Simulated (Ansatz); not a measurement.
Cl3STa, SMILES `[S]=[Ta]([Cl])([Cl])[Cl]`, one more setting.

```yaml
crystal:
  periodic: [false, false, false]
  atoms:
    - {symbol: S, position_ang: [0.225627, -0.147699, 2.115802]}
    - {symbol: Ta, position_ang: [0.010137, -0.014806, -0.006890]}
    - {symbol: Cl, position_ang: [1.705206, -1.177006, -0.971682]}
    - {symbol: Cl, position_ang: [-1.996886, -0.908821, -0.579111]}
    - {symbol: Cl, position_ang: [0.105715, 2.174832, -0.599520]}
basis:
  gaussian: {orbitals: def2-TZVPD, nuclear_model: gaussian}
hamiltonian: {xc: {name: wB97X-V}}
output: {forces: true}
```

```sh
$ ansatz run in.yaml --threads 4 --pin off --events-out ev --progress --plain --max-ram 10444MiB
```

It prints (some lines left out):

```
Functional definition: wB97X-V
1562 factors; their error is unknown
310 factors; integrals over basis functions are off by at most 3.7e-5 eV
mean field evaluation 1: about -49951.0086 eV, gradient 4.0e1 eV
mean field evaluation 2: about -49935.8763 eV, gradient 9.7e1 eV
mean field evaluation 4: about -49955.5399 eV, gradient 2.0e0 eV
mean field evaluation 8: about -49955.5567 eV, gradient 4.2e-2 eV
mean field evaluation 16: about -49955.6330 eV, gradient 1.0e-4 eV
mean field -49955.63297566 eV, -1835.8356507114 hartree, gradient 3.8e-5 eV, S^2 0.000000; 0 other end points of the search recorded, 0 dependent functions left out
reference -49955.63297138 eV, -1835.8356505539 hartree; 40, 40 occupied and 187, 187 virtual orbitals, 1562 factors
Total energy: -49955.63297138 eV, -1835.8356505539 hartree
Atom 0 at     0.225627    -0.147699     2.115802 Å, force    -0.036376     0.022447    -0.358146 eV/Å
Atom 1 at     0.010137    -0.014806    -0.006890 Å, force     0.050649    -0.031174     0.504803 eV/Å
Atom 2 at     1.705206    -1.177006    -0.971682 Å, force     0.031400    -0.021752    -0.054291 eV/Å
Atom 3 at    -1.996886    -0.908821    -0.579111 Å, force    -0.044253    -0.016130    -0.045984 eV/Å
Atom 4 at     0.105715     2.174832    -0.599520 Å, force    -0.001420     0.046609    -0.046382 eV/Å
Dipole moment:    -0.026631     0.016420    -0.262748 e Å
```

Run time 16 s (4 threads of an Arm Neoverse V1 on a shared host); peak host memory 1.1 GiB.
